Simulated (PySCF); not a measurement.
**Working with the constants of TlN⁺**

UHF-CCSD(T) constants of TlN⁺, ⁴Σ⁻ (quartet), unpaired electrons σ ↑, π ↑↑ (PySCF, scalar-relativistic core potentials, basis sets Tl aug-cc-pVDZ-PP with ECP60, N aug-cc-pVDZ; masses 204.9744 and 14.0031 u):

* ωe: 82.9 cm⁻¹
* ωexe: 2.88 cm⁻¹
* Be: 0.12643 cm⁻¹
* αe: 0.00430 cm⁻¹
* D (centrifugal): 1.18e-06 cm⁻¹

Task: Give the vibrational terms G(v) and spacings up to v = 3.

Result: G(v) = ωe(v+½) − ωexe(v+½)².

| v | G(v) (cm⁻¹) | G(v) − G(v−1) | Bv (cm⁻¹) |
| --- | --- | --- | --- |
| 0 | 41 |  | 0.1243 |
| 1 | 118 | 77 | 0.1200 |
| 2 | 189 | 71 | 0.1157 |
| 3 | 255 | 66 | 0.1114 |

Correlated steps freeze 5 core orbitals. Spin–orbit coupling is left out, which matters for elements this heavy, above all for dissociation energies. The state was picked by a PBE0 search and need not be the measured ground state.
